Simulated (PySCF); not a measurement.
Computed shifts of a molecule C3H7NSi, PBE/pcSseg-1 in PySCF, GIAO, gas phase, atoms alike by connectivity averaged where their shifts nearly agree, in ppm (number of nuclei): ¹³C: 87.4 (1), 76.6 (1), 42.0 (1). ¹⁵N: 34.3 (1). ²⁹Si: -52.0 (1). ¹H: 5.06 (3), 4.26 (1), 3.78 (1), 2.33 (1), 0.20 (1). References: ¹³C against TMS (σ = 182.0 ppm); ¹⁵N against NH3 (σ = 267.0 ppm); ²⁹Si against TMS (σ = 335.4 ppm); ¹H against TMS (σ = 31.49 ppm), references at their B3LYP-D3(BJ)/def2-TZVP geometries, non-relativistic. Geometry optimised at r2SCAN-D4/def2-SVP. Other conformers were not sampled.

Task: Which structure fits?
A) C#C[SiH2]NC
B) C=C=C[SiH2]N
C) C#CCN[SiH3]
D) NC=C=C[SiH3]

Result: C, C#CCN[SiH3]
